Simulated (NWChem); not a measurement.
Everything below was run with NWChem. System: C₂H₆N, charge 0, spin multiplicity 2, at a geometry optimised with UPBE0/def2-SVP. The structure started from a generated list of species. Its SCF solution wasn't tested for a lower state. Level: UHF/def2-TZVP.

Job file:

```
start mol
memory heap 200 mb stack 900 mb global 1100 mb
geometry units angstroms nocenter noautoz noautosym
  C     -1.239927     0.214938     0.069809
  C      0.050120    -0.521042     0.089664
  N      1.217229     0.194500    -0.171831
  H     -2.067716    -0.432799     0.393516
  H     -1.221587     1.087260     0.749205
  H     -1.502348     0.607728    -0.935727
  H      0.071759    -1.566504    -0.235115
  H      1.263088     1.102187     0.284006
  H      2.075043    -0.322748    -0.009902
end
basis spherical
  * library def2-tzvp
end
scf
  uhf
  nopen 1
  maxiter 100
  thresh 1e-7
  semidirect memsize 60000000 filesize 0
  # guess.movecs holds the orbitals of an unrestricted PBE0 run
  vectors input guess.movecs output mol.movecs
end
task scf energy
```

NWChem printed:

```
             Northwest Computational Chemistry Package (NWChem) 7.3.0
             --------------------------------------------------------

                                NWChem Input Module
                                -------------------

 Scaling coordinates for geometry "geometry" by  1.889725989
 (inverse scale =  0.529177249)

                             Geometry "geometry" -> ""
                             -------------------------

 Output coordinates in angstroms (scale by  1.889725989 to convert to a.u.)

  No.       Tag          Charge          X              Y              Z
 ---- ---------------- ---------- -------------- -------------- --------------
    1 C                    6.0000    -1.23992700     0.21493800     0.06980900
    2 C                    6.0000     0.05012000    -0.52104200     0.08966400
    3 N                    7.0000     1.21722900     0.19450000    -0.17183100
    4 H                    1.0000    -2.06771600    -0.43279900     0.39351600
    5 H                    1.0000    -1.22158700     1.08726000     0.74920500
    6 H                    1.0000    -1.50234800     0.60772800    -0.93572700
    7 H                    1.0000     0.07175900    -1.56650400    -0.23511500
    8 H                    1.0000     1.26308800     1.10218700     0.28400600
    9 H                    1.0000     2.07504300    -0.32274800    -0.00990200

 Effective nuclear repulsion energy (a.u.)      76.2942614181

            Nuclear Dipole moment (a.u.)
            ----------------------------
        X                 Y               Z
 ---------------- ---------------- ----------------
     0.0000000000    -0.0000000000     0.0000075589


 Summary of "ao basis" -> "" (spherical)
 ------------------------------------------------------------------------------
       Tag                 Description            Shells   Functions and Types
 ---------------- ------------------------------  ------  ---------------------
 *                         def2-tzvp                  on all atoms

 Summary of "ao basis" -> "ao basis" (spherical)
 ------------------------------------------------------------------------------
       Tag                 Description            Shells   Functions and Types
 ---------------- ------------------------------  ------  ---------------------
 C                         def2-tzvp                11       31   5s3p2d1f
 N                         def2-tzvp                11       31   5s3p2d1f
 H                         def2-tzvp                 4        6   3s1p

                                 NWChem SCF Module
                                 -----------------

  ao basis        = "ao basis"
  functions       =   129
  atoms           =     9
  alpha electrons =    13
  beta  electrons =    12
  charge          =   0.00
  wavefunction    = UHF
  use symmetry    = F
  symmetry adapt  = F

 Summary of "ao basis" -> "ao basis" (spherical)
 ------------------------------------------------------------------------------
       Tag                 Description            Shells   Functions and Types
 ---------------- ------------------------------  ------  ---------------------
 C                         def2-tzvp                11       31   5s3p2d1f
 N                         def2-tzvp                11       31   5s3p2d1f
 H                         def2-tzvp                 4        6   3s1p

 Forming initial guess at       0.2s

 Starting SCF solution at       0.2s

 ----------------------------------------------
         Quadratically convergent UHF

 Convergence threshold     :          1.000E-07
 Maximum no. of iterations :          100
 Integral*density screening:          1.000E-09
 ----------------------------------------------

              iter       energy          gnorm     gmax       time
             ----- ------------------- --------- --------- --------
                 1     -133.6677372846  4.95D-01  8.68D-02      6.5
                 2     -133.6836234755  3.03D-02  1.08D-02      9.1
                 3     -133.6841003649  1.27D-03  3.62D-04     13.3
                 4     -133.6841010872  1.25D-06  2.24D-07     21.3
                 5     -133.6841010872  5.24D-09  1.22D-09     27.4

       Final UHF  results
       ------------------

         Total SCF energy =   -133.684101087171
      One electron energy =   -331.073352224076
      Two electron energy =    121.094989718775
 Nuclear repulsion energy =     76.294261418130

                       Sz =      0.5000
                 Sz(Sz+1) =      0.7500
                      S^2 =      0.7629

        Time for solution =     27.3s

          Final alpha eigenvalues
          -----------------------

              1
    1  -15.5532
    2  -11.2408
    3  -11.2151
    4   -1.2013
    5   -0.9904
    6   -0.8148
    7   -0.6826
    8   -0.6164
    9   -0.5840
   10   -0.5283
   11   -0.5096
   12   -0.4875
   13   -0.2827
   14    0.1378
   15    0.1690
   16    0.1796
   17    0.2225
   18    0.2336
   19    0.2461
   20    0.2956
   21    0.3089
   22    0.3393
   23    0.3575

          Final beta eigenvalues
          ----------------------

              1
    1  -15.5485
    2  -11.2180
    3  -11.2172
    4   -1.1791
    5   -0.9717
    6   -0.7743
    7   -0.6766
    8   -0.6009
    9   -0.5456
   10   -0.5238
   11   -0.4996
   12   -0.4214
   13    0.1395
   14    0.1591
   15    0.1716
   16    0.1839
   17    0.2285
   18    0.2360
   19    0.2505
   20    0.3044
   21    0.3161
   22    0.3431
   23    0.3763

                    UHF Final Alpha Molecular Orbital Analysis
                    ------------------------------------------
[...]
  ----- ------------  ---------------      ----- ------------  ---------------
    70      0.288125  3 N  pz                73      0.272348  3 N  pz
    76      0.187433  3 N  pz                 8     -0.170423  1 C  pz

 Vector   13  Occ=1.000000D+00  E=-2.826596D-01
              MO Center=  2.7D-01, -2.4D-01,  4.2D-02, r^2= 2.1D+00
   Bfn.  Coefficient  Atom+Function         Bfn.  Coefficient  Atom+Function
  ----- ------------  ---------------      ----- ------------  ---------------
    42      0.381699  2 C  pz                39      0.356144  2 C  pz
    45      0.320356  2 C  pz                76     -0.306224  3 N  pz
    70     -0.245713  3 N  pz                36      0.235336  2 C  s
    73     -0.227539  3 N  pz               108      0.173378  6 H  s

 Vector   14  Occ=0.000000D+00  E= 1.378137D-01
              MO Center=  8.6D-01,  5.1D-01,  3.0D-01, r^2= 7.6D+00
   Bfn.  Coefficient  Atom+Function         Bfn.  Coefficient  Atom+Function
  ----- ------------  ---------------      ----- ------------  ---------------
     5      4.058337  1 C  s                 67      2.041198  3 N  s
   102     -1.348971  5 H  s                126     -1.268710  9 H  s
   120     -1.170099  8 H  s                108     -1.159223  6 H  s
    96     -1.093907  4 H  s                 36     -1.011982  2 C  s
    44     -0.603702  2 C  py               114     -0.488499  7 H  s

 Vector   15  Occ=0.000000D+00  E= 1.690114D-01
              MO Center=  9.9D-03,  3.0D-02,  1.3D-01, r^2= 9.5D+00
   Bfn.  Coefficient  Atom+Function         Bfn.  Coefficient  Atom+Function
  ----- ------------  ---------------      ----- ------------  ---------------
     5      5.848754  1 C  s                 36     -2.179671  2 C  s
   102     -1.992822  5 H  s                108     -1.673219  6 H  s
    96     -1.534457  4 H  s                126      1.404428  9 H  s
    67     -1.244946  3 N  s                 43      0.961692  2 C  px
   114      0.546434  7 H  s                  4     -0.447431  1 C  s

 Vector   16  Occ=0.000000D+00  E= 1.796390D-01
              MO Center= -1.0D-02, -6.5D-01,  1.3D-02, r^2= 8.1D+00
   Bfn.  Coefficient  Atom+Function         Bfn.  Coefficient  Atom+Function
  ----- ------------  ---------------      ----- ------------  ---------------
   114      2.535451  7 H  s                  5     -2.193946  1 C  s
   120     -1.534304  8 H  s                 96      1.444143  4 H  s
    44      1.184259  2 C  py                36     -1.126239  2 C  s
   108      0.739660  6 H  s                 67      0.694737  3 N  s
   113     -0.440204  7 H  s                126      0.440918  9 H  s

                     UHF Final Beta Molecular Orbital Analysis
                     -----------------------------------------

 Vector   10  Occ=1.000000D+00  E=-5.238141D-01
              MO Center= -8.8D-01, -5.7D-02,  1.3D-01, r^2= 2.4D+00
   Bfn.  Coefficient  Atom+Function         Bfn.  Coefficient  Atom+Function
  ----- ------------  ---------------      ----- ------------  ---------------
     6      0.262591  1 C  px                95     -0.233365  4 H  s
     9      0.229303  1 C  px                37     -0.168144  2 C  px
    68      0.164795  3 N  px                94     -0.150620  4 H  s

 Vector   11  Occ=1.000000D+00  E=-4.995586D-01
              MO Center= -4.0D-01, -2.3D-01,  8.7D-02, r^2= 2.4D+00
   Bfn.  Coefficient  Atom+Function         Bfn.  Coefficient  Atom+Function
  ----- ------------  ---------------      ----- ------------  ---------------
     7      0.221537  1 C  py               113      0.217709  7 H  s
    38     -0.215011  2 C  py                10      0.196692  1 C  py
    41     -0.163977  2 C  py               101      0.158869  5 H  s

 Vector   12  Occ=1.000000D+00  E=-4.214202D-01
              MO Center=  9.6D-01,  1.7D-01, -2.3D-01, r^2= 1.4D+00
   Bfn.  Coefficient  Atom+Function         Bfn.  Coefficient  Atom+Function
  ----- ------------  ---------------      ----- ------------  ---------------
    70      0.358466  3 N  pz                73      0.342947  3 N  pz
    76      0.290147  3 N  pz

 Vector   13  Occ=0.000000D+00  E= 1.395331D-01
              MO Center=  7.6D-01,  5.1D-01,  3.0D-01, r^2= 7.8D+00
   Bfn.  Coefficient  Atom+Function         Bfn.  Coefficient  Atom+Function
  ----- ------------  ---------------      ----- ------------  ---------------
     5      4.161056  1 C  s                 67      1.964999  3 N  s
   102     -1.350315  5 H  s                108     -1.260695  6 H  s
   126     -1.247729  9 H  s                120     -1.148646  8 H  s
    96     -1.137357  4 H  s                 36     -1.031470  2 C  s
    44     -0.551155  2 C  py                 4     -0.492821  1 C  s

 Vector   14  Occ=0.000000D+00  E= 1.590833D-01
              MO Center= -9.3D-02, -2.4D-01,  1.5D-01, r^2= 4.4D+00
   Bfn.  Coefficient  Atom+Function         Bfn.  Coefficient  Atom+Function
  ----- ------------  ---------------      ----- ------------  ---------------
     5      1.485619  1 C  s                108     -1.294856  6 H  s
    36     -0.846856  2 C  s                 67     -0.810619  3 N  s
    45     -0.605856  2 C  pz               120      0.546078  8 H  s
    96     -0.528495  4 H  s                126      0.418505  9 H  s
    14     -0.365158  1 C  pz               114      0.348667  7 H  s

 Vector   15  Occ=0.000000D+00  E= 1.715943D-01
              MO Center=  1.9D-01, -2.8D-03,  2.9D-01, r^2= 8.9D+00
   Bfn.  Coefficient  Atom+Function         Bfn.  Coefficient  Atom+Function
  ----- ------------  ---------------      ----- ------------  ---------------
     5      5.416798  1 C  s                102     -2.126971  5 H  s
    36     -1.914626  2 C  s                126      1.435055  9 H  s
    96     -1.404540  4 H  s                108     -1.247519  6 H  s
    67     -1.123415  3 N  s                 43      0.938112  2 C  px
   114      0.481326  7 H  s                 75      0.440634  3 N  py

 center of mass
 --------------
 x =   0.05897339 y =  -0.02019750 z =  -0.01049227

 moments of inertia (a.u.)
 ------------------
          43.567300899182           3.298076392237          13.955023979414
           3.298076392237         198.309606961750           0.303903719738
          13.955023979414           0.303903719738         225.390341267298

  Mulliken analysis of the total density
  --------------------------------------

    Atom       Charge   Shell Charges
 -----------   ------   -------------------------------------------------------
    1 C    6     6.28   0.85  1.12  0.47  0.67  0.06  1.25  1.40  0.37  0.02  0.06  0.00
    2 C    6     6.04   0.85  1.12  0.48  0.61  0.15  1.21  1.22  0.27  0.03  0.09  0.01
    3 N    7     7.55   0.82  1.16  0.51  0.84  0.18  1.51  1.76  0.73  0.01  0.04  0.00
    4 H    1     0.90   0.26  0.50  0.11  0.02
    5 H    1     0.91   0.26  0.50  0.13  0.02
    6 H    1     0.90   0.26  0.49  0.13  0.02
    7 H    1     0.90   0.26  0.50  0.11  0.02
    8 H    1     0.77   0.26  0.41  0.06  0.04
    9 H    1     0.76   0.26  0.41  0.06  0.04

  Mulliken analysis of the alpha density
  --------------------------------------

    Atom       Charge   Shell Charges
 -----------   ------   -------------------------------------------------------
    1 C    6     3.07   0.43  0.56  0.23  0.32  0.03  0.61  0.67  0.17  0.01  0.04  0.00
    2 C    6     3.54   0.43  0.56  0.26  0.34  0.10  0.78  0.82  0.20  0.01  0.04  0.00
    3 N    7     3.81   0.41  0.58  0.26  0.42  0.09  0.78  0.90  0.34  0.00  0.02  0.00
    4 H    1     0.45   0.13  0.25  0.06  0.01
    5 H    1     0.47   0.13  0.26  0.07  0.01
    6 H    1     0.49   0.14  0.26  0.08  0.01
    7 H    1     0.41   0.13  0.23  0.04  0.01
    8 H    1     0.38   0.13  0.21  0.03  0.02
    9 H    1     0.38   0.13  0.20  0.03  0.02

   Mulliken analysis of the beta density
   -------------------------------------

    Atom       Charge   Shell Charges
 -----------   ------   -------------------------------------------------------
    1 C    6     3.21   0.43  0.56  0.24  0.35  0.03  0.64  0.73  0.20  0.01  0.02  0.00
    2 C    6     2.50   0.43  0.56  0.22  0.27  0.05  0.43  0.40  0.08  0.01  0.04  0.01
    3 N    7     3.74   0.41  0.58  0.25  0.42  0.09  0.73  0.86  0.38  0.00  0.02  0.00
    4 H    1     0.44   0.13  0.25  0.06  0.01
    5 H    1     0.44   0.13  0.24  0.06  0.01
    6 H    1     0.41   0.12  0.23  0.05  0.01
    7 H    1     0.48   0.14  0.27  0.07  0.01
    8 H    1     0.38   0.13  0.20  0.03  0.02
    9 H    1     0.38   0.13  0.21  0.03  0.02

   Mulliken analysis of the spin density
   -------------------------------------

    Atom       Charge   Shell Charges
 -----------   ------   -------------------------------------------------------
    1 C    6    -0.14  -0.00  0.00 -0.01 -0.02 -0.01 -0.03 -0.06 -0.03  0.00  0.02  0.00
    2 C    6     1.04   0.00 -0.00  0.04  0.06  0.05  0.35  0.41  0.12 -0.00  0.00 -0.00
    3 N    7     0.06   0.00 -0.00  0.01  0.00 -0.00  0.06  0.03 -0.04  0.00  0.01  0.00
    4 H    1     0.01   0.00  0.00  0.00 -0.00
    5 H    1     0.02   0.01  0.01  0.00 -0.00
    6 H    1     0.08   0.02  0.04  0.03 -0.00
    7 H    1    -0.07  -0.01 -0.04 -0.02  0.00
    8 H    1     0.00   0.00  0.00 -0.00  0.00
    9 H    1    -0.00   0.00 -0.00 -0.00  0.00

       Multipole analysis of the density wrt the origin
       ------------------------------------------------

     L   x y z        total         alpha         beta         nuclear
     -   - - -        -----         -----         ----         -------
     0   0 0 0      0.000000    -13.000000    -12.000000     25.000000

     1   1 0 0      0.211048     -0.008694      0.219743      0.000000
     1   0 1 0      0.057695      0.417092     -0.359397     -0.000000
     1   0 0 1      0.265086     -0.060763      0.325842      0.000008

     2   2 0 0    -13.193205    -67.444811    -65.529851    119.781456
     2   1 1 0     -0.045140      1.482555      1.453211     -2.980906
     2   1 0 1      1.019373      3.911377      4.101187     -6.993191
     2   0 2 0    -13.930127    -21.626538    -19.738684     27.435095
     2   0 1 1      1.092625      0.456955     -0.563848      1.199518
     2   0 0 2    -16.776368    -13.194692    -10.766455      7.184779

 Task  times  cpu:       27.6s     wall:       27.6s

 Total times  cpu:       27.6s     wall:       27.6s
```
